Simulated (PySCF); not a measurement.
B2H4, SMILES B[BH2-], charge -1, multiplicity 2. Coordinates come from a r2SCAN-D4/def2-TZVPD optimisation.

Method: r2SCAN-D4/def2-TZVPD in PySCF 2.14.0.

Harmonic wavenumbers (cm⁻¹): 384, 526, 701, 829, 898, 920, 1149, 1214, 2339, 2358, 2383, 2385. Rotational constants (GHz): 120.6, 21.34, 18.13; symmetry number 4.

Task: Work out the zero-point energy and the ideal-gas rigid-rotor harmonic-oscillator thermochemistry at 298.15 K and 1 atm.

Result: ZPE = ½ Σ hcν = ½ × 16086 cm⁻¹ = 96.22 kJ/mol. H − E(el) = 108.38 kJ/mol. Entropy in J/(mol K): translation 149.21, rotation 69.94, vibration 10.34, spin 5.76, total 235.26. G − E(el) = 38.24 kJ/mol. Cp = 56.49 J/(mol K).
